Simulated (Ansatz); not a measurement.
Single points on cis-[FeF2(H2O)4]+ (FeO₄F₂H₈⁺).

```yaml
crystal:
  periodic: [false, false, false]
  atoms:
    - {symbol: Fe, position_ang: [0.274300, 0.007756, 0.295890]}
    - {symbol: F, position_ang: [-0.076554, -0.088516, 2.068977]}
    - {symbol: O, position_ang: [-0.012753, -0.180458, -1.841261]}
    - {symbol: H, position_ang: [-0.504683, -0.946471, -2.199949]}
    - {symbol: H, position_ang: [0.880803, -0.210249, -2.243080]}
    - {symbol: F, position_ang: [2.031201, 0.098074, -0.167781]}
    - {symbol: O, position_ang: [-1.860215, 0.174268, 0.111503]}
    - {symbol: H, position_ang: [-2.283831, 0.837652, -0.468793]}
    - {symbol: H, position_ang: [-2.271668, 0.256689, 0.996270]}
    - {symbol: O, position_ang: [0.352007, 2.158815, 0.358640]}
    - {symbol: H, position_ang: [1.267066, 2.408051, 0.106279]}
    - {symbol: H, position_ang: [0.240614, 2.488705, 1.275067]}
    - {symbol: O, position_ang: [0.418878, -2.145414, 0.310288]}
    - {symbol: H, position_ang: [0.181682, -2.474407, 1.203505]}
    - {symbol: H, position_ang: [1.363144, -2.384505, 0.194434]}
basis:
  gaussian: {orbitals: STO-3G, initial_orbitals: start.molden}
total_charge: 1
magnetization: {spin_polarized: true, initial_magnetization: 5}
hamiltonian: {xc: hf}
scf: {omitted_lower_state_checks: [starts]}
output: {orbitals: {seedname: orbitals}}
```

The file start.molden holds the orbitals of an earlier run on this structure, at another level or in another basis.

```sh
$ ansatz run in.yaml --threads 4 --pin off --events-out ev --progress --plain --max-ram 8704MiB
```

Output, abridged:

```
Functional definition: HF
808 factors; integrals over basis functions are off by at most 4.7e-4 eV
mean field evaluation 1: about -47479.7123 eV, gradient 2.7e1 eV
mean field evaluation 2: about -47486.2859 eV, gradient 6.1e0 eV
mean field evaluation 4: about -47486.7955 eV, gradient 1.5e-2 eV
mean field -47487.22711711 eV, -1745.1234085551 hartree, gradient 1.4e-5 eV, S^2 8.753802; 0 other end points of the search recorded, 0 dependent functions left out
reference -47487.22711711 eV, -1745.1234085551 hartree; 44, 39 occupied and 12, 17 virtual orbitals, 808 factors
Total energy: -47487.22711711 eV, -1745.1234085551 hartree
Checks for a lower state left out: starts
```

Run time 1.3 s (4 threads of Intel Xeon Platinum 8259CL on a shared host).

First input, but with `gaussian: {orbitals: def2-TZVP, initial_orbitals: start.molden}`, `hamiltonian: {xc: pbe, dispersion: d4}` (abridged; 9 s):

```
Functional definition: PBE
mean field -48123.64602329 eV, -1768.5113719770 hartree, gradient 1.6e-5 eV, S^2 8.753892
Total energy: -48123.91327404 eV, -1768.5211932610 hartree
Checks for a lower state left out: starts
```

The first input with `gaussian: {orbitals: def2-TZVP, initial_orbitals: start.molden}`, `correlation: {method: mp2}` and without the key `hamiltonian` (abridged; 17 s):

```
Functional definition: HF
mean field -48044.98869849 eV, -1765.6207686066 hartree, gradient 2.8e-6 eV, S^2 8.756964
11 core orbitals not correlated: weight in the atoms' cores, before any rotation towards them, 1.000 or more for the frozen orbitals, at most 0.000 for the correlated occupied ones
second order -52.06289745 eV of doubles, -0.00000000 eV of singles
Total energy: -48097.05159594 eV, -1767.5340447984 hartree
Checks for a lower state left out: starts
```

As the first input, with `gaussian: {orbitals: def2-TZVP, initial_orbitals: start.molden}`, `hamiltonian: {xc: hse06, dispersion: d4}` (abridged; 18 s):

```
Functional definition: HSE06
mean field -48123.11183665 eV, -1768.4917409800 hartree, gradient 1.5e-5 eV, S^2 8.756264
Total energy: -48123.32349276 eV, -1768.4995191988 hartree
Checks for a lower state left out: starts
```

As the first input, with `gaussian: {orbitals: def2-TZVP, initial_orbitals: start.molden}`, `hamiltonian: {xc: lda}` (abridged; 4.8 s):

```
Functional definition: SPW92
mean field -47982.92252540 eV, -1763.3398788155 hartree, gradient 1.3e-5 eV, S^2 8.753801
Total energy: -47982.92256353 eV, -1763.3398802165 hartree
Checks for a lower state left out: starts
```

First input, but with `gaussian: {orbitals: def2-SVP, initial_orbitals: start.molden}`, `hamiltonian: {xc: pbe, dispersion: d4}` (abridged; 4.8 s):

```
Functional definition: PBE
mean field -48101.84180779 eV, -1767.7100818370 hartree, gradient 6.3e-6 eV, S^2 8.752672
Total energy: -48102.10909550 eV, -1767.7199044789 hartree
Checks for a lower state left out: starts
```

First input, but with `gaussian: {orbitals: def2-TZVP, initial_orbitals: start.molden}`, `hamiltonian: {xc: r2scan, dispersion: d4}`, `output: {forces: true, orbitals: {seedname: orbitals}}` (abridged; 14 s):

```
Functional definition: r2SCAN
mean field -48137.82823651 eV, -1769.0325586998 hartree, gradient 1.4e-5 eV, S^2 8.755689
Total energy: -48137.89876759 eV, -1769.0351506694 hartree
Atom 0 force     0.164291     0.002809     0.111082 eV/Å
Atom 1 force     0.070609     0.035472    -0.366712 eV/Å
Atom 2 force     0.264558    -0.434995    -0.235744 eV/Å
Atom 3 force     0.216317     0.425626     0.190346 eV/Å
Atom 4 force    -0.474520     0.048276     0.169349 eV/Å
Atom 5 force    -0.372975    -0.031259     0.108244 eV/Å
Atom 6 force    -0.277869     0.391443     0.191491 eV/Å
Atom 7 force     0.228130    -0.362945     0.276799 eV/Å
Atom 8 force     0.192829    -0.066062    -0.459919 eV/Å
Atom 9 force     0.480706     0.078473     0.371773 eV/Å
Atom 10 force    -0.478896    -0.098155     0.089656 eV/Å
Atom 11 force     0.004795    -0.170137    -0.469761 eV/Å
Atom 12 force     0.395055    -0.088173     0.480909 eV/Å
Atom 13 force     0.069825     0.157547    -0.468103 eV/Å
Atom 14 force    -0.482856     0.112082     0.010590 eV/Å
Dipole moment:    -0.539685    -0.008088    -0.488850 e Å
Checks for a lower state left out: starts
```

Geometry: PBE-D4/def2-SVP.

HSE06 is defined as in plane-wave codes, on full-range PBE exchange. Correlated methods freeze 11 core orbitals; core or outer-core shells of Fe are correlated, in sets that lack core-valence functions.
